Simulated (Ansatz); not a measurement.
`[F][GeH2][AlH2]`, charge 0, multiplicity 1.

Give a relaxed structure at PBE0-D4/def2-TZVP (Ansatz 0.2.0). (An estimate is asked.)

Computed: 
Z-matrix (Å, degrees):
```
Ge
Al 1 2.493
F 1 1.758 2 108.2
H 1 1.546 2 115.6 3 -116.7
H 1 1.546 2 115.7 3 116.7
H 2 1.583 1 120.5 3 0.2
H 2 1.587 1 118.2 3 180.0
```
Point group Cs.
